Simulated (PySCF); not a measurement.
**Correlation energy of C (carbon, neutral)**

[He] 2s2 2p2, high-spin 3P determinant. Calculation: PySCF 2.14, in x2c-TZVPPall (5s3p2d1f, 31 functions); scalar relativity by spin-free X2C-1e. Frozen: nothing; 6 electrons correlated.

| level | correlation energy (mhartree) |
| --- | --- |
| CCSD | -103.46 |
| (T) | -2.16 |
| CCSD(T) | -105.62 |
| CCSDT | -106.10 |

Diagnostics: T1 = 0.0072, D1 = 0.0171, largest double amplitude 0.104.

Cost of the coupled-cluster step: about 0.6 core-seconds, for 6 correlated electrons.

Iterations:

```
CC2 = 0
CCSD nocc = (np.int64(4), np.int64(2)), nmo = (31, 31)
frozen orbitals [[], []]
max_cycle = 100
direct = 0
conv_tol = 1e-08
conv_tol_normt = 1e-06
diis_space = 8
diis_start_cycle = 0
Init t2, MP2 energy = -0.0823301884391159
Init E_corr(UCCSD) = -0.0823301884405307
cycle = 1  E_corr(UCCSD) = -0.096641534306969  dE = -0.0143113459  norm(t1,t2) = 0.0457258
cycle = 2  E_corr(UCCSD) = -0.100561360640274  dE = -0.00391982633  norm(t1,t2) = 0.0201944
cycle = 3  E_corr(UCCSD) = -0.103498774021315  dE = -0.00293741338  norm(t1,t2) = 0.0103771
cycle = 4  E_corr(UCCSD) = -0.103440836379885  dE = 5.79376414e-05  norm(t1,t2) = 0.00147833
cycle = 5  E_corr(UCCSD) = -0.103460798628705  dE = -1.99622488e-05  norm(t1,t2) = 0.000240289
cycle = 6  E_corr(UCCSD) = -0.103454995090467  dE = 5.80353824e-06  norm(t1,t2) = 4.76642e-05
cycle = 7  E_corr(UCCSD) = -0.103457321013856  dE = -2.32592339e-06  norm(t1,t2) = 1.19468e-05
cycle = 8  E_corr(UCCSD) = -0.103456947369457  dE = 3.73644399e-07  norm(t1,t2) = 3.2332e-06
cycle = 9  E_corr(UCCSD) = -0.103456939923645  dE = 7.44581202e-09  norm(t1,t2) = 1.03606e-06
cycle = 10  E_corr(UCCSD) = -0.10345697562576  dE = -3.57021153e-08  norm(t1,t2) = 2.31613e-07
cycle = 11  E_corr(UCCSD) = -0.103456975935764  dE = -3.10003995e-10  norm(t1,t2) = 5.65407e-08
UCCSD converged
E(UCCSD) = -37.81089406384199  E_corr = -0.1034569759357643
UCCSD(T) correction = -0.00216440735775254
```

This basis was not built for core-valence correlation, so the inner-shell part is incomplete.
